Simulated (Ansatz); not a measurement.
Reaction (ligand exchange at the Se–Ga bond): `[CH3][GaH][Se]C` + PH₃ → `C[Se]P` + `[CH3][GaH2]`

Isolated molecules relaxed with PBE0-D4/def2-TZVP in Ansatz; ΔE leaves out vibrations. CCSD(T)/CBS adds triple-zeta CCSD(T) − MP2 to the extrapolated MP2 energy (def2 sets, frozen cores). This one scheme is used for every species. Functionals use def2-TZVPP. HSE06 is defined as in plane-wave codes. For Ga, Se outer-core shells are correlated without core-valence functions, which leaves a few kJ/mol of doubt a bond. Scalar relativity is left out up to krypton. One conformer a species, not always the lowest.

| species | HSE06 energy (Eh) |
| --- | --- |
| `[CH3][GaH][Se]C` | -4406.25672 |
| PH₃ | -343.00930 |
| `C[Se]P` | -2783.58087 |
| `[CH3][GaH2]` | -1965.64954 |

**Question.** Work out ΔE.

**Answer.** ΔE = (-2783.58087) + (-1965.64954) − (-4406.25672) − (-343.00930) = 0.03561 Eh = +0.97 eV. CCSD(T)/CBS gives +1.05 eV.

Largest T1 diagnostic among the species: 0.013.

At CCSD(T), def2-SVP lies +0.11 eV from the extrapolated value and def2-TZVPP +0.03 eV. Leaving LDA and LC-ωPBE aside and taking each functional with its dispersion term where it has one, the values, not all of them listed here, spread over 0.12 eV, from B97M-V to BHLYP-D4. LDA lies +0.04 eV from PBE without D4.
